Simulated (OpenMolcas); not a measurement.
# Re III: effect of the basis set

```
Program             : OpenMolcas 26.06
Method              : SS-RASPT2, IPEA 0.25 Eh, imaginary shift 0.1 Eh (closed shells correlated: 5s)
Active space        : 11 electrons in 8 orbitals (RAS1 5p, at most 2 holes; RAS2 5d)
State averaging     : 2S+1 = 6 even, 1 root; 2S+1 = 4 even, 24 roots; 2S+1 = 2 even, 75 roots
Spin-orbit coupling : RASSI with atomic mean-field integrals over the reference wave functions, term energies averaged over their components
```

A. ANO-R2 [8s6p5d3f1g], X2C, finite nucleus; CASPT2 step about 40 core-seconds
B. ANO-RCC-VTZP [8s7p5d3f2g1h], DKH2, point nucleus; CASPT2 step of the order of 60 core-seconds
C. ANO-RCC-VQZP [9s8p6d4f3g2h], DKH2, point nucleus; CASPT2 step of the order of 2.2 core-minutes

Energies in cm⁻¹ above 5d⁵ ⁶S_5/2, the measured ground level; measured values from the list in Brasseur, Gamrath and Quinet, At. Data Nucl. Data Tables 157, 101636 (2024).

```json
{"Level": "5d⁵ ⁶S_5/2", "A": "0.0", "B": "0.0", "C": "0.0", "Measured": "0.0"}
{"Level": "5d⁵ ⁴G_7/2 [71 %]", "A": "19020", "B": "19260", "C": "18500", "Measured": "16890"}
{"Level": "5d⁵ ⁴G_11/2", "A": "19850", "B": "20060", "C": "19310", "Measured": "18020"}
{"Level": "5d⁵ ⁴G_9/2", "A": "20360", "B": "20560", "C": "19860", "Measured": "18346"}
{"Level": "5d⁵ ⁴P_1/2 [60 %]", "A": "21490", "B": "21740", "C": "21110", "Measured": ""}
{"Level": "5d⁵ ⁴D_7/2 [74 %]", "A": "23550", "B": "23850", "C": "23170", "Measured": "20453"}
{"Level": "5d⁵ ⁴D_1/2 [64 %]", "A": "26270", "B": "26530", "C": "25960", "Measured": ""}
{"Level": "5d⁵ ²I_11/2", "A": "28690", "B": "28960", "C": "27950", "Measured": "26170"}
{"Level": "5d⁵ ²I_13/2", "A": "31020", "B": "31280", "C": "30290", "Measured": "28588"}
{"Level": "5d⁵ ²H_9/2 [52 %]", "A": "35840", "B": "36170", "C": "35230", "Measured": ""}
{"Level": "5d⁵ ²F_5/2(2) [56 %]", "A": "38160", "B": "38580", "C": "37490", "Measured": ""}
{"Level": "5d⁵ ²F_7/2(1) [52 %]", "A": "38470", "B": "38750", "C": "37980", "Measured": ""}
{"Level": "5d⁵ ²H_11/2 [74 %]", "A": "41370", "B": "41640", "C": "40780", "Measured": ""}
{"Level": "5d⁵ ²S_1/2", "A": "41950", "B": "42560", "C": "41440", "Measured": ""}
{"Level": "5d⁵ ²D_3/2(2)", "A": "47020", "B": "47590", "C": "46380", "Measured": ""}
{"Level": "5d⁵ ²D_5/2(2) [70 %]", "A": "49830", "B": "50350", "C": "49260", "Measured": ""}
{"Level": "5d⁵ ²G_9/2(2)", "A": "52750", "B": "53460", "C": "52010", "Measured": ""}
{"Level": "5d⁵ ²G_7/2(2)", "A": "53880", "B": "54560", "C": "53170", "Measured": ""}
{"Level": "5d⁵ ²P_3/2", "A": "60080", "B": "61060", "C": "59290", "Measured": ""}
{"Level": "5d⁵ ²P_1/2", "A": "62490", "B": "63440", "C": "61790", "Measured": ""}
{"Level": "5d⁵ ²D_5/2(3)", "A": "67900", "B": "68820", "C": "67110", "Measured": ""}
{"Level": "5d⁵ ²D_3/2(3)", "A": "69420", "B": "70340", "C": "68680", "Measured": ""}
```

Deviations, from unrounded energies. A percentage is the sum of absolute deviations over the sum of measured energies, with the sign that they share, or ± where signs differ.

| Against measurement | Levels | A | B | C |
| --- | --- | --- | --- | --- |
| mean absolute deviation (cm-1) | 6 | 2300 | 2600 | 1800 |
| other terms of the ground configuration (%) | 6 | +10.9 | +12.1 | +8.3 |

C lies closest to measurement on these levels and B furthest from it. The largest miss of C in the table is 5d⁵ ⁴D_7/2 [74 %], by +2700 cm-1. The ranking rests on the paired levels alone, and a cruder setting can come out closer through cancelling errors.

Among A to C the level of the table that moves most is 5d⁵ ²P_3/2, by 1800 cm-1 (lowest in C, highest in B). Moves below CASPT2's spread within the term are not significant.

CASPT2 does not keep the components of a term degenerate, so their means are used; among the terms shown or strongly mixed into the levels shown the widest spread is 980 cm-1 (5d⁵ ²F(2), A). Active for correlation alone: 5p; no level in the range computed is led by a configuration that opens it, so any true level of that kind is missing. Some terms miss by over 15 % even with CASPT2, which points to a basis or an active space too small for the shells correlated (holds for A; B). Some levels mix across a computed gap that differs much from the measured one, so their mixing is not that of the real levels (holds for C). Measured partners are found by configuration, term and J. A level has none where our copy of the source lacks it or the pairing is in doubt (some pairs that miss far off the trend of their configuration count as doubtful), and it then counts in no deviation. Levels of configurations outside the active space are missing. The table leaves out levels that lie high or whose names do not pair safely across all columns.

A share in square brackets marks a mixed level and gives the weight of the term that names it, the lowest over the columns. A number in round brackets counts repeated terms of one configuration in the order of the reference energies.
